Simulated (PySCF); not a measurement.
## Two-component Hartree-Fock for Au²⁺ (gold, charge +2)

Start: [Xe] 4f14 5d8 6s1; 5d3/2 filled at m_j = -1/2, +1/2, +3/2; 5d5/2 filled at m_j = -3/2, -1/2, +1/2, +3/2, +5/2; 6s1/2 filled at m_j = +1/2. Calculated with PySCF 2.14 in x2c-TZVPall-2c (11s11p10d2f, 108 functions): generalised Hartree-Fock with the X2C-1e Hamiltonian and a Gaussian nucleus; spin-orbit coupling (SO) screened by Boettger's factors. This is a chosen level, not necessarily the ground level.

```csv
spinor shell,electrons,"ε, screened SO (eV)",weight of nominal j (screened SO),"rms radius, screened SO (bohr)"
1s1/2,2,-81171.5,1.000,0.0190
2s1/2,2,-14491.3,1.000,0.0768
2p1/2,2,-13873.9,1.000,0.0651
2p3/2,4,-12032.7,1.000,0.0731
3s1/2,2,-3507.9,1.000,0.196
3p1/2,2,-3231.2,1.000,0.188
3p3/2,4,-2818.8,1.000,0.204
3d3/2,4,-2364.8,1.000,0.179
3d5/2,6,-2276.5,1.000,0.183
4s1/2,2,-818.11,1.000,0.433
4p1/2,2,-699.02,1.000,0.438
4p3/2,4,-598.71,1.000,0.471
4d3/2,4,-403.66,1.000,0.485
4d5/2,6,-384.14,1.000,0.497
5s1/2,2,-153.09,1.000,0.994
4f5/2,6,-131.30,0.998,0.544
4f7/2,8,-127.37,0.999,0.545
5p1/2,2,-112.90,0.995,1.08
5p3/2,4,-93.871,0.998,1.17
5d5/2,5,-36.695,0.725,1.57
5d3/2,3,-38.164,0.847,1.54
6s1/2,1,-27.293,0.999,2.65
```

```tsv
quantity	screened SO
E (hartree)	-19025.75497
M_J	9/2
⟨J²⟩	24.756
⟨L²⟩	12.411
⟨S²⟩	3.828
```

Each row is a mean over spinors that exchange with the open shell spreads, by up to 7.355 eV (5p3/2).

Rows whose weight is well below 1 are mixtures of j = l ± 1/2: exchange outweighs spin-orbit coupling there, and the label is only the starting occupation.

Breit and QED terms are absent; they matter most for the inner s and p1/2 levels.

Densities and radii are taken from the X2C orbitals without a picture-change correction, which distorts them close to the nucleus.
